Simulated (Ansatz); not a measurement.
Basis-set extrapolation for CH₄BFOS, SMILES `OCB(F)S` (PBE0-D4/def2-TZVP geometry, frozen core, the Gaussian-basis code of Ansatz). Multiplicity 1, RHF reference.

```
                      def2-TZVPP   def2-QZVPP
                 HF  -636.912593  -636.934651
    MP2 correlation    -0.931201    -1.008310
CCSD(T) correlation    -1.002811      not run
```

Energies in hartree. Use E(X) = E(∞) + A·exp(−7.88·√X) for Hartree–Fock and E(X) = E(∞) + B·X^(−2.97) for correlation, with X = 3 and 4, and add CCSD(T) minus MP2 of the smaller set to the MP2 limit.

Problem. What is the CCSD(T) energy at the basis-set limit?

Solution. HF limit: -636.934651 + (-0.022058) × 0.13774 = -636.93769. MP2 limit: -1.008310 + (-0.077109) × 0.74074 = -1.06543. Higher-order term: -1.002811 − (-0.931201) = -0.07161. Total: -638.07473 hartree, 4.34 eV below CCSD(T)/def2-TZVPP.
